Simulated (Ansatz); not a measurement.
Consider the formal exchange of groups at a C–C bond: `CSCCN` + `[SnH4]` → `CS[CH2][SnH3]` + CH₃NH₂.

Computed with Ansatz on PBE0-D4/def2-TZVP structures; ΔE is electronic, products minus reactants. CBS: MP2 limit from def2 TZ/QZ plus the TZ coupled-cluster correction, frozen cores. Functionals use def2-TZVPP. Elements past krypton have def2 core potentials. For Sn outer-core shells are correlated without core-valence functions, which leaves a few kJ/mol of doubt a bond. Each species was taken in one conformer, which may not be the lowest.

```json
{"level": "ωB97X-V", "ΔE (kcal/mol)": "-0.3"}
{"level": "HF/CBS(def2)", "ΔE (kcal/mol)": "-1.4"}
```

Problem. What does CCSD(T)/CBS give? (Best estimate.)

Solution. Ansatz gave: -2.9 kcal/mol. The listed levels differ from it by 2.6, 1.5 kcal/mol.

Largest T1 diagnostic among the species: 0.013.

CCSD(T)/CBS has its own doubt, a few kJ/mol and more with outer-core shells, so smaller differences from it don't rank the levels.
